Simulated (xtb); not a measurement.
C6H14, SMILES CCCCCC. All values are semi-empirical tight-binding results from xtb (GFN2-xTB unless named), good for trends rather than for accurate numbers. Geometry: GFN2-xTB. One conformer was computed; it need not be the lowest.

Optimised geometry:

```xyz
20

C      2.8400     0.8852    -0.3610
C      1.8358     0.0396     0.4126
C      0.4517     0.0702    -0.2316
C     -0.5582    -0.7691     0.5480
C     -1.9252    -0.8599    -0.1308
C     -2.6650     0.4722    -0.1735
H      2.9395     0.5206    -1.3813
H      2.5154     1.9229    -0.3998
H      3.8182     0.8494     0.1130
H      2.1906    -0.9928     0.4585
H      1.7639     0.4093     1.4382
H      0.1101     1.1053    -0.2836
H      0.5225    -0.3096    -1.2539
H     -0.6813    -0.3486     1.5490
H     -0.1580    -1.7799     0.6634
H     -1.7972    -1.2362    -1.1484
H     -2.5361    -1.5843     0.4137
H     -2.7576     0.8877     0.8278
H     -3.6641     0.3364    -0.5817
H     -2.1402     1.1906    -0.7976
```
Charge 0, spin multiplicity 1.

Computed properties:
```yaml
orbital_gap: 13.18 eV
dipole_moment: 0.04 D
zero_point_energy: 117.6 kcal/mol
G − E(el) at 298.15 K (modified RRHO): 97.1 kcal/mol
static polarisability (D4 model): 75.2 bohr³
solvation energy, GFN2-xTB/ALPB(water): -0.2 kcal/mol
solvation energy, GFN2-xTB/ALPB(methanol): -4.3 kcal/mol
```

Computed IR lines (harmonic; lines under 4 % of the strongest left out, lines within 3 cm⁻¹ merged):
ν (cm⁻¹): 771 (w), 942 (w), 2956 (w), 2960 (w), 2970 (m), 2975 (w), 2979 (vs), 2990 (m), 3029 (vs), 3033 (m), 3037 (m), 3046 (m) (against the strongest line: vs over 80 %, s over 45 %, m over 15 %, w over 4 %, vw less)

Computed atomic charges and the Wiberg bond orders between heavy atoms:
charges (e) C1 -0.10, C2 -0.05, C3 -0.06, C4 -0.06, C5 -0.05, C6 -0.10, H7 0.03, H8 0.03, H9 0.03, H10 0.03, H11 0.03, H12 0.03, H13 0.03, H14 0.03, H15 0.03, H16 0.03, H17 0.03, H18 0.03, H19 0.03, H20 0.03. Bond orders C1–C2 1.02, C2–C3 1.01, C3–C4 1.01, C4–C5 1.01, C5–C6 1.02.
